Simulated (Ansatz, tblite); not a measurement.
Forces on Na5⁺ at its r2SCAN/def2-SVP geometry. Charge 1, multiplicity 1.

The xTB rows come from tblite. The structure comes from a short search, and lower isomers may exist.

GFN1-xTB (tblite), largest force 0.30 eV/Å:

```xyz
5
positions Å, forces eV/Å
Na    1.729   -1.109    3.034   -0.082    0.274   -0.093
Na    0.013    0.024   -0.010   -0.004   -0.007    0.003
Na    1.170    2.186    2.736    0.017   -0.295   -0.041
Na   -0.064   -0.086   -3.692   -0.207   -0.066    0.206
Na   -2.849   -1.015   -2.068    0.276    0.094   -0.074
```

GFN2-xTB (tblite), largest force 0.32 eV/Å:

```
Na -0.064 0.312 -0.055
Na -0.002 -0.003 0.001
Na 0.040 -0.319 0.005
Na -0.253 -0.086 0.180
Na 0.279 0.096 -0.131
```

r2SCAN/def2-TZVP (Ansatz), largest force 0.04 eV/Å:

```
Na -0.011 0.036 -0.015
Na -0.001 -0.001 -0.001
Na -0.001 -0.040 -0.008
Na -0.026 -0.009 0.032
Na 0.037 0.014 -0.007
```
